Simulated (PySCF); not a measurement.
Species: `FCC1=C[C@@H]2C=C[C@H]1C=C2F`. The columns A, B, C and D hold Mulliken, IAO, Hirshfeld and ESP-fitted charges (e) of one PBE0/pcSseg-1 density (PySCF), in a shuffled order. Coordinates in Å (GFN2-xTB); the density's dipole moment is (0.45, 0.24, -2.01) D.

```csv
atom,x,y,z,A,B,C,D
F1,2.912,-0.667,1.461,-0.113,-0.223,-0.332,-0.323
C2,2.409,0.113,0.452,+0.028,+0.079,+0.335,+0.045
C3,0.938,-0.065,0.298,-0.012,-0.035,-0.283,-0.008
C4,0.133,-0.847,1.002,-0.064,-0.318,+0.071,-0.170
C5,-1.316,-0.778,0.556,-0.031,+0.183,-0.340,-0.162
C6,-1.296,-1.108,-0.926,-0.052,-0.251,-0.018,-0.152
C7,-0.491,-0.329,-1.626,-0.053,-0.281,+0.006,-0.151
C8,0.217,0.723,-0.790,-0.022,+0.256,-0.294,-0.137
C9,-0.876,1.493,-0.078,-0.092,-0.427,-0.074,-0.234
C10,-1.664,0.691,0.616,+0.085,+0.205,+0.399,+0.299
F11,-2.722,1.061,1.353,-0.084,-0.172,-0.267,-0.259
H12,2.654,1.154,0.703,+0.048,+0.075,+0.117,+0.146
H13,2.939,-0.174,-0.466,+0.048,+0.082,+0.116,+0.145
H14,0.430,-1.486,1.812,+0.050,+0.181,+0.077,+0.167
H15,-1.989,-1.397,1.143,+0.055,+0.075,+0.111,+0.162
H16,-1.895,-1.913,-1.308,+0.054,+0.164,+0.097,+0.160
H17,-0.313,-0.385,-2.684,+0.052,+0.164,+0.095,+0.158
H18,0.880,1.363,-1.367,+0.051,+0.043,+0.083,+0.146
H19,-0.960,2.559,-0.162,+0.052,+0.199,+0.103,+0.166
```

Question: Which column most likely holds the ESP-fitted charges?

Answer: B. Σ q r misses the density's dipole by 0.03 D (B), 0.77 D (A), 1.47 D (D), 1.63 D (C). Charges fitted to the outside potential are the only set here that is tied to the molecule's multipoles.

Question: And the Hirshfeld charges?

Answer: A. The mean sizes are 0.055 e (A), 0.168 e (D), 0.169 e (C), 0.180 e (B), and Hirshfeld charges are commonly the smallest of these schemes.

As computed, A = Hirshfeld, B = ESP-fitted, C = Mulliken, D = IAO. Hydrogens on carbon: Hirshfeld +0.05 to +0.06, ESP-fitted +0.04 to +0.20, Mulliken +0.08 to +0.12, IAO +0.15 to +0.17 e.

The IAO scheme projects the occupied orbitals on a minimal set of polarised atomic orbitals and counts the electrons in each atom's part of it. The Hirshfeld scheme divides the density at each point in proportion to the densities of the neutral, spherically averaged free atoms.

One conformer (not necessarily the lowest) at the GFN2-xTB geometry, without solvent, vibrations or thermal averaging.

The values belong to the conformer `[F:1][CH2:2][C:3]1=[CH:4][C@@H:5]2[CH:6]=[CH:7][C@H:8]1[CH:9]=[C:10]2[F:11]`: F1–C2–C3–C4 0°.
